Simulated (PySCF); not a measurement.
# Excited states of In⁺ (indium, charge +1)

Ground state [Kr] 4d10 5s2, ¹S. Calculation: PySCF 2.14, in aug-cc-pVDZ-PP with two added diffuse shells each of s, p, d type with ECP28MDF (7s6p5d, 50 functions); a scalar-relativistic core potential. Vertical excitation energies in eV without spin-orbit coupling; excited terms of each kind are numbered among those the solver found. Frozen: 4s2 4p6.

```
 term  leading excitation  EOM-EE-CCSD  measured centre of gravity (NIST)
1 3P°              5s → p        5.027                       5.531 (5s5p)
1 1P°              5s → p        7.791                       7.816 (5s5p)
 1 3S              5s → s       11.011                      11.645 (5s6s)
 1 1S              5s → s       11.397                      12.030 (5s6s)
 1 1D              5s → d       11.399                                n/a
 1 3D              5s → d       12.065                      12.674 (5s5d)
2 3P°              5s → p       12.863                                n/a
2 1P°              5s → p       13.127                                n/a
 2 3S              5s → s       14.397                                n/a
 2 1S              5s → s       14.490                                n/a
 2 3D              5s → d       14.739                                n/a
 2 1D              5s → d       15.180                                n/a
```

Only the lower part of the computed list is shown. Doubly excited terms such as np² are absent. The solver can miss terms. Rydberg members are limited by the diffuse functions of the basis.
